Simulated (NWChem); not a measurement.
Everything below was run with NWChem. System: Ga$_{2}$, charge 0, spin multiplicity 3, at a geometry optimised with UPBE0/def2-SVP. The structure started from a generated list of species. Its SCF solution wasn't tested for a lower state. Level: B3LYP/x2c-SVPall-2c, spin-orbit ZORA, VWN1-RPA local correlation.

Input file:

```
start mol
memory heap 200 mb stack 900 mb global 1100 mb
geometry units angstroms nocenter noautoz noautosym
  Ga     0.000000     0.000000     1.222654
  Ga     0.000000     0.000000    -1.222654
end
basis spherical
  * library x2c-svpall-2c
end
relativistic
  zora on
end
dft
  xc b3lyp
  odft
  mult 3
  semidirect memsize 60000000 filesize 0
  iterations 100
  grid fine
end
task sodft energy
```

Output (cleaned and shortened):

```
             Northwest Computational Chemistry Package (NWChem) 7.3.0
             --------------------------------------------------------

                                NWChem Input Module
                                -------------------

 Scaling coordinates for geometry "geometry" by  1.889725989
 (inverse scale =  0.529177249)

                             Geometry "geometry" -> ""
                             -------------------------

 Output coordinates in angstroms (scale by  1.889725989 to convert to a.u.)

  No.       Tag          Charge          X              Y              Z
 ---- ---------------- ---------- -------------- -------------- --------------
    1 Ga                  31.0000     0.00000000     0.00000000     1.22265400
    2 Ga                  31.0000     0.00000000     0.00000000    -1.22265400

 Effective nuclear repulsion energy (a.u.)     207.9653509041

            Nuclear Dipole moment (a.u.)
            ----------------------------
        X                 Y               Z
 ---------------- ---------------- ----------------
     0.0000000000     0.0000000000     0.0000000000


 Summary of "ao basis" -> "" (spherical)
 ------------------------------------------------------------------------------
       Tag                 Description            Shells   Functions and Types
 ---------------- ------------------------------  ------  ---------------------
 *                       x2c-svpall-2c                on all atoms

                                 NWChem DFT Module
                                 -----------------

 Summary of "ao basis" -> "ao basis" (spherical)
 ------------------------------------------------------------------------------
       Tag                 Description            Shells   Functions and Types
 ---------------- ------------------------------  ------  ---------------------
 Ga                      x2c-svpall-2c              14       38   5s6p3d

 Summary of "ao basis" -> "ao basis" (spherical)
 ------------------------------------------------------------------------------
       Tag                 Description            Shells   Functions and Types
 ---------------- ------------------------------  ------  ---------------------
 Ga                      x2c-svpall-2c              14       38   5s6p3d

            General Information
            -------------------
          SCF calculation type: DFT
          Wavefunction type:  spin polarized.
          No. of atoms     :     2
          No. of electrons :    62
           Alpha electrons :    32
            Beta electrons :    30
          Charge           :     0
          Spin multiplicity:     3
          Use of symmetry is: off; symmetry adaption is: off
          Maximum number of iterations: 100
          AO basis - number of functions:    76
                     number of shells:    28
          Convergence on energy requested:  1.00D-06
          Convergence on density requested:  1.00D-05
          Convergence on gradient requested:  5.00D-04

              XC Information
              --------------
                         B3LYP Method XC Potential
                     Hartree-Fock (Exact) Exchange  0.200
                        Slater Exchange Functional  0.800 local
                    Becke 1988 Exchange Functional  0.720 non-local
              Lee-Yang-Parr Correlation Functional  0.810
                  VWN I RPA Correlation Functional  0.190 local

             Grid Information
             ----------------
[...]
    56     0.262740   0.057719  2 Ga px                57     0.057719  -0.262740  2 Ga py
    18     0.262714   0.057714  1 Ga px                19     0.057713  -0.262714  1 Ga py
    53     0.216569   0.047576  2 Ga px                54     0.047576  -0.216569  2 Ga py
    15     0.216548   0.047572  1 Ga px                16     0.047571  -0.216548  1 Ga py
    47    -0.107798  -0.023681  2 Ga px                48    -0.023681   0.107798  2 Ga py

 Vector   62  Occ=1.000000D+00  E=-1.615066D-01
              MO Center= -1.3D-08, -3.0D-08, -4.3D-05, r^2= 2.2D+00
  Bfn.         Coefficient        Function           Bfn.         Coefficient        Function
  ----     -------------------  ------------         ----     -------------------  ------------
    57     0.262797   0.076011  2 Ga py                56     0.076012  -0.262797  2 Ga px
    19     0.262771   0.076004  1 Ga py                18     0.076004  -0.262771  1 Ga px
    54     0.207402   0.059989  2 Ga py                53     0.059989  -0.207402  2 Ga px
    16     0.207382   0.059983  1 Ga py                15     0.059983  -0.207382  1 Ga px
    48    -0.109379  -0.031637  2 Ga py                47    -0.031637   0.109379  2 Ga px

 Vector   63  Occ=0.000000D+00  E=-1.184337D-01
              MO Center= -2.9D-09,  1.4D-08, -1.1D-05, r^2= 5.7D+00
  Bfn.         Coefficient        Function           Bfn.         Coefficient        Function
  ----     -------------------  ------------         ----     -------------------  ------------
    58     0.383889   0.000000  2 Ga pz                20    -0.383837   0.000000  1 Ga pz
    55     0.352027   0.000000  2 Ga pz                17    -0.352008  -0.000000  1 Ga pz
     5    -0.250907  -0.000000  1 Ga s                 43    -0.250842   0.000000  2 Ga s
    49    -0.180837  -0.000000  2 Ga pz                11     0.180831   0.000000  1 Ga pz
     4    -0.082973   0.000000  1 Ga s                 42    -0.082929  -0.000000  2 Ga s

 Vector   64  Occ=0.000000D+00  E=-1.095314D-01
              MO Center= -6.2D-11, -1.8D-11,  1.8D-07, r^2= 3.3D-03
  Bfn.         Coefficient        Function           Bfn.         Coefficient        Function
  ----     -------------------  ------------         ----     -------------------  ------------
   134    -0.377718  -0.061449  2 Ga pz                96     0.377668   0.061441  1 Ga pz
   131    -0.349249  -0.056817  2 Ga pz                93     0.349231   0.056814  1 Ga pz
    81     0.263694   0.042899  1 Ga s                119     0.263633   0.042889  2 Ga s
   125     0.178054   0.028967  2 Ga pz                87    -0.178049  -0.028966  1 Ga pz
   122    -0.070157  -0.011413  2 Ga pz                84     0.070154   0.011413  1 Ga pz

 Vector   65  Occ=0.000000D+00  E=-9.255570D-02
              MO Center= -1.2D-11,  2.3D-11,  1.2D-07, r^2= 2.8D-04
  Bfn.         Coefficient        Function           Bfn.         Coefficient        Function
  ----     -------------------  ------------         ----     -------------------  ------------
   132    -0.284861   0.000000  2 Ga px               133     0.000000  -0.284861  2 Ga py
    94    -0.284797   0.000000  1 Ga px                95     0.000000  -0.284797  1 Ga py
   129    -0.204285   0.000000  2 Ga px               130     0.000000  -0.204285  2 Ga py
    91    -0.204248   0.000000  1 Ga px                92     0.000000  -0.204248  1 Ga py
   123     0.104566  -0.000000  2 Ga px               124    -0.000000   0.104566  2 Ga py

   alpha - beta orbital overlaps
   -----------------------------

   alpha      1      2      3      4      5      6      7      8      9     10
    beta      1      2      3      4      4      6      7      8      9     10
 overlap   1.130  1.346  1.413  0.729  0.223  0.604  0.604  0.605  1.125  1.125

   alpha     11     12     13     14     15     16     17     18     19     20
    beta     11      6      7      8      9     10     42      9     10     42
 overlap   1.129  0.215  0.215  0.215  0.021  0.021  0.095  0.004  0.004  0.043

   alpha     21     22     23     24     25     26     27     28     29     30
    beta      9     10     11     24     25     26     27     28     24     25
 overlap   0.013  0.013  0.013  0.702  0.700  0.699  0.700  0.702  0.242  0.243

   alpha     31     32     33     34     35     36     37     38     39     40
    beta     26     27     28     24     25     26     27     28     39     40
 overlap   0.243  0.243  0.242  0.043  0.043  0.041  0.043  0.043  1.130  1.346

   alpha     41     42     43     44     45     46     47     48     49     50
    beta     41     42     42     44     45     46     47     48     49     44
 overlap   1.413  0.729  0.223  0.604  0.604  0.605  1.125  1.125  1.129  0.215

   alpha     51     52     53     54     55     56     57     58     59     60
    beta     45     46     47     48      4     47     48      4     47     48
 overlap   0.215  0.215  0.021  0.021  0.095  0.004  0.004  0.043  0.013  0.013

   alpha     61     62     63     64     65     66     67     68     69     70
    beta     49     62     63     64     65     66     62     63     64     65
 overlap   0.013  0.702  0.700  0.699  0.700  0.702  0.242  0.243  0.243  0.243

   alpha     71     72     73     74     75     76
    beta     66     62     63     64     65     66
 overlap   0.242  0.043  0.043  0.041  0.043  0.043

     --------------------------
     Expectation value of S2:
     --------------------------
      <S2> =      2.0044 (Exact =     2.0000)

     Multipole analysis of the density
     ---------------------------------

     L   x y z        total         alpha         beta         nuclear
     -   - - -        -----         -----         ----         -------
     0   0 0 0      0.000000    -31.999883    -30.000117     62.000000

     1   1 0 0     -0.000000      0.000000     -0.000000      0.000000
     1   0 1 0      0.000000      0.000000     -0.000000      0.000000
     1   0 0 1      0.000585      0.000450      0.000134      0.000000

     2   2 0 0    -26.460737    -18.064469     -8.396268      0.000000
     2   1 1 0     -0.000000     -0.000000      0.000000      0.000000
     2   1 0 1     -0.000000     -0.000000     -0.000000      0.000000
     2   0 2 0    -26.460737    -18.064469     -8.396268      0.000000
     2   0 1 1     -0.000000      0.000000     -0.000000      0.000000
     2   0 0 2    -20.540638   -181.335566   -170.181075    330.976003

 Task  times  cpu:       18.8s     wall:       18.8s

 Total times  cpu:       18.9s     wall:       18.9s
```
